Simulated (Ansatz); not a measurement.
Basis sets compared for diborane 1,1-di F (B₂H₄F₂). Total charge 0; singlet. Geometry PBE-D4/def2-TZVP. Ansatz on 4 threads of Arm Neoverse V2 on a shared host; times are rough, and most runs start from earlier orbitals.

Cartesian coordinates in Å:
```
B -0.704 0.273 0.446
F -1.671 -0.588 0.791
F -0.833 1.560 0.797
H 0.559 -0.221 0.819
B 0.717 -0.278 -0.455
H 1.548 0.532 -0.735
H 0.781 -1.436 -0.741
H -0.398 0.158 -0.922
```

B3LYP takes the VWN-RPA correlation.

Binding counts from free atoms (B doublet, F doublet, H doublet) in the same basis, without a counterpoise term.

| level | functions | energy (Eh) | HOMO (eV) | LUMO (eV) | binding per atom (eV) | wall time |
| --- | --- | --- | --- | --- | --- | --- |
| HF/6-31G | 44 | -250.5555 | -14.34 | 3.56 | 2.73 | 0.1 s |
| HF/def2-TZVP | 148 | -250.7687 | -14.08 | 2.85 | 3.00 | 0.4 s |
| PBE-D4/def2-SVP | 76 | -251.4167 | -8.66 | -1.09 | 4.01 | 0.4 s |
| PBE-D4/def2-TZVP | 148 | -251.7179 | -8.80 | -1.22 | 3.95 | 0.65 s |
| r2SCAN-D4/def2-TZVP (with forces) | 148 | -251.8810 | -9.19 | -0.83 | 3.92 | 1.6 s |
| B3LYP-D4/6-31G | 44 | -251.8249 | -10.14 | -0.42 | 3.71 | 0.3 s |
| B3LYP-D4/def2-TZVP | 148 | -252.0157 | -10.12 | -0.46 | 3.87 | 0.8 s |
| PBE0-D4/def2-SVP | 76 | -251.4345 | -10.25 | -0.12 | 3.93 | 0.4 s |
| PBE0-D4/def2-TZVP | 148 | -251.7333 | -10.33 | -0.23 | 3.88 | 0.85 s |

Q: Estimate the rows for PBE-D4/def2-TZVPD, r2SCAN-D4/def2-TZVPD, PBE0-D4/def2-TZVPD.

A: 
```tsv
level	functions	energy (Eh)	HOMO (eV)	LUMO (eV)	binding per atom (eV)	wall time
PBE-D4/def2-TZVPD	190	-251.7190	-8.81	-1.25	3.94	1.1 s
r2SCAN-D4/def2-TZVPD	190	-251.8817	-9.19	-0.84	3.92	1.9 s
PBE0-D4/def2-TZVPD	190	-251.7341	-10.34	-0.25	3.88	1.2 s
```
